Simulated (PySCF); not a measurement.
Ligand exchange on a metal centre used in film growth or etching (Mo F-NH2). Isolated molecules, 0 K electronic values unless said otherwise. One relaxed conformer stands for each flexible species; it need not be the lowest.

The numbers are results of TPSSh-D3(BJ)/def2-TZVP // BP86-D3(BJ)/def2-SVP (PySCF), not measurements. All candidates: neutral, multiplicity 1. 

The LUMO is -3.17 eV and the HOMO–LUMO gap is 3.03 eV. The HOMO comes out as -6.19 eV.

### Question
Name which member has these values.
(A) [Mo(F)2(NH2)4]
(B) [Mo(F)3(NH2)3]
(C) [Mo(F)6]
(D) [Mo(F)(NH2)5]

### Answer
A, [Mo(F)2(NH2)4]. The others give [Mo(F)3(NH2)3]: -3.51 eV, 3.71 eV, -7.22 eV; [Mo(F)6]: -6.25 eV, 5.42 eV, -11.66 eV; [Mo(F)(NH2)5]: -2.68 eV, 3.08 eV, -5.76 eV
